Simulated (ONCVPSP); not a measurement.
# calcium: variants of one ONCV potential

Base potential:

ONCVPSP 4.0.1 input, shortened (lines: element, Z, core and valence counts, functional; n l f; lmax; l rc ep ncon nbas qcut; lloc lpopt rc5 dvloc0; l nproj debl; icmod fcfact rcfact), PBE, scalar-relativistic:

```
  Ca 20.00    3    4        4      upf
    1    0    2.00
    2    0    2.00
    2    1    6.00
    3    0    2.00
    3    1    6.00
    4    0    1.75
    4    1    0.25
    2
    0    1.75    0.00    4    8    5.30
    1    2.40    0.00    4    8    4.40
    2    2.20    0.27    5    9    5.10
    4    5    1.45    0.00
    0    3    3.40
    1    2    2.10
    2    1    3.70
    3    3.50    1.55
```

In the d channel the program set the typed energies aside and used -0.082 Ha.

Cutoffs, loose and tight: the cutoffs (Ha) at which the residual kinetic energy of the hardest occupied pseudo-wave falls to 1 and 0.1 mHa per electron. They do not see the model core or the augmentation charge, which bear on the density cutoff. Test errors are all-electron minus pseudo excitation energies from the reference, over the configurations 3s2 3p6 4s2 4p0; 3s2 3p6 4s1 4p0; 3s2 3p6 4s0 4p0; 3s2 3p6 4s1.5 4p0. A dash means not determined; rows that change the core or the reference have their own tests.

For the base: The cutoffs count occupied waves only; projector 1 of the d channel, the hardest unoccupied one, needs 33 Ha at the loose tolerance.

| change | outcome | cutoff, loose | cutoff, tight | bound ghosts | GHOST(+) flags above zero | largest test error (meV) |
| --- | --- | --- | --- | --- | --- | --- |
| base | generated, projector energies reset by the program | 11 Ha | 29 Ha | none | p | -9.7 |
| core correction Teter function, fcfact 1.4, rcfact 1.55 | generated, projector energies reset by the program | 11 Ha | 29 Ha | none | p | -9.5 |
| core correction Teter function, fcfact 2.4, rcfact 1.55 | generated, projector energies reset by the program | 11 Ha | 29 Ha | none | p | -9.6 |
| core correction Teter function, fcfact 3.7, rcfact 1.55 | generated, projector energies reset by the program | 11 Ha | 29 Ha | none | p | -9.7 |
| core correction Teter function, fcfact 4.2, rcfact 1.55 | generated, projector energies reset by the program | 11 Ha | 29 Ha | none | p | -9.8 |
| core correction Teter function, fcfact 5.7, rcfact 1.55 | generated, projector energies reset by the program | 11 Ha | 29 Ha | none | p | -9.9 |
| core correction Teter function, fcfact 6.2, rcfact 1.55 | generated, projector energies reset by the program | 11 Ha | 29 Ha | none | p | -9.9 |
| core correction Teter function, fcfact 7.5, rcfact 1.55 | generated, projector energies reset by the program | 11 Ha | 29 Ha | none | p | -10.0 |

Reading the sweep of the fcfact (base included, trends over the rows without a ghost): The loose cutoff stays near 11 Ha. The median size of the test errors (rows with all tests solved) stays near 0.4 meV.
